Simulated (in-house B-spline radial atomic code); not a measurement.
Configurations of F3+, with energies counted from [He] 2s2 2p2. Level of theory: non-relativistic PBEsol, spin-polarised, spherical fractional occupations, point nucleus; calculated with a B-spline radial code for spherical atoms. Shells without spins written out take the highest spin.

```json
{"configuration": "[He] 2s(0 up, 1 down) 2p(3 up, 0 down)", "E - E(ref) (eV)": "18.031", "highest orbital": "2p up", "its <r> (bohr)": "0.8239"}
{"configuration": "[He] 2s1 2p2 3s1", "E - E(ref) (eV)": "61.258", "highest orbital": "3s up", "its <r> (bohr)": "2.326"}
{"configuration": "[He] 2s2 2p(1 up, 0 down) 3d(1 up, 0 down)", "E - E(ref) (eV)": "61.49", "highest orbital": "3d up", "its <r> (bohr)": "2.343"}
{"configuration": "[He] 2s(0 up, 1 down) 2p(0 up, 2 down) 3d(0 up, 1 down)", "E - E(ref) (eV)": "70.704", "highest orbital": "3d down", "its <r> (bohr)": "2.322"}
{"configuration": "[He] 2s(0 up, 1 down) 2p(1 up, 1 down) 3p(0 up, 1 down)", "E - E(ref) (eV)": "73.793", "highest orbital": "3p down", "its <r> (bohr)": "2.431"}
```

Order these further configurations by energy, lowest first.
A. [He] 2s2 2p(1 up, 1 down)
B. [He] 2s2 2p1 3p1
C. [He] 2s2 2p1 3s1
D. [He] 2s1 2p3
E. [He] 2s1 2p2 3p1

A (3.0038 eV), D (8.7242 eV), C (51.954 eV), B (56.341 eV), E (65.68 eV).
